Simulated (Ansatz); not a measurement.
## What a proton shuttle does

SiNH₅ ([NH2][SiH3]) + H₂O → SiH₄O ([OH][SiH3]) + NH₃ (links in brackets), a four-centre ligand exchange, has a barrier of 26.95 kcal/mol above its start structure and a step energy of -7.19 kcal/mol. One H₂O is now added to the ring of the saddle, taking the hydrogen and handing on one of its own. Gas-phase electronic energies, without zero-point energy, by CCSD(T) at an estimated basis limit (MP2 extrapolated from triple and quadruple zeta, plus CCSD(T) − MP2 in triple zeta); Ansatz 0.2.0, def2-TZVPP and QZVPP, frozen cores, on PBE0-D4/def2-TZVP structures. Extrapolation: Hartree–Fock as exp(−7.88 √X), correlation as X^−2.97. Each barrier counts from its own start structure, which holds all the molecules, is reached by relaxing down from the saddle and may not be the deepest complex; no counterpoise correction.

(1) What are the barrier and the step energy with the shuttle? (Judge from chemistry; the value comes from the calculation.)

No T1 diagnostic of these runs exceeds 0.011.

For scale, one of the runs: CCSD(T)/def2-TZVPP, 261 basis functions, launched by `ansatz run in.yaml --threads 8 --pin off --events-out ev --progress --plain --max-ram 19148MiB`. Time: 110 s of wall clock on 8 CPU threads of an Intel Xeon; the host was shared. Peak host memory: 6.4 GiB.

Answers

(1) Computed: Barrier 23.32 kcal/mol, 3.64 kcal/mol lower than without; step energy -6.14 kcal/mol, both from the start structure. Counted from all the molecules apart, the saddle lies at 8.92 kcal/mol with the shuttle and at 22.03 kcal/mol without; the start well goes from -4.93 to -14.40 kcal/mol. At the saddle the angle at each passing proton is O–H···N 134° without the shuttle, against O–H···O 161° and O–H···N 161° with it. Bringing in the extra molecule costs entropy, which these electronic energies leave out.
